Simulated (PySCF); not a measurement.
HfOCl, SMILES [O]=[Hf][Cl] (connectivity only; charge and spin as stated), neutral, multiplicity 2.

Coordinates come from a B3LYP-D3(BJ)/def2-TZVP optimisation. The spin state was assumed, not searched. The def2 effective core potentials stand for the cores of Hf; spin–orbit coupling is left out.

These are TDA-CAM-B3LYP/def2-TZVPD (PySCF 2.14.0) values and carry that method's errors.

Vertical excitations. The molecule is in vacuum.

**Question.** Give excitation energies, oscillator strengths and character. (An estimate is asked for; the answer gives what the named calculation found.)

**Answer.** 
| state | energy (eV) | λ (nm) | f | main pairs |
|---|---|---|---|---|
| root 1 | 1.42 | 870 | 0.024 | α HOMO→LUMO 87 % |
| root 2 | 1.52 | 817 | 0.034 | α HOMO→LUMO+1 95 % |
| root 3 | 2.89 | 429 | 0.065 | α HOMO→LUMO+2 77 %, α HOMO→LUMO+6 14 % |
| root 4 | 3.33 | 372 | 0.053 | α HOMO→LUMO+3 89 % |
| root 5 | 4.01 | 309 | 0.002 | β HOMO→LUMO 89 % |
| root 6 | 4.28 | 290 | 0.002 | β HOMO−1→LUMO 82 % |
| root 7 | 4.35 | 285 | 0.005 | β HOMO−2→LUMO 91 % |
| root 8 | 4.64 | 267 | 0.001 | α HOMO−1→LUMO 82 % |
| root 9 | 4.71 | 263 | 0.009 | α HOMO−1→LUMO+1 70 %, α HOMO→LUMO+5 11 % |
| root 10 | 4.71 | 263 | 0.051 | α HOMO→LUMO+5 52 %, α HOMO−1→LUMO+1 16 %, α HOMO→LUMO+8 13 % |
Unrestricted roots are not spin-pure.
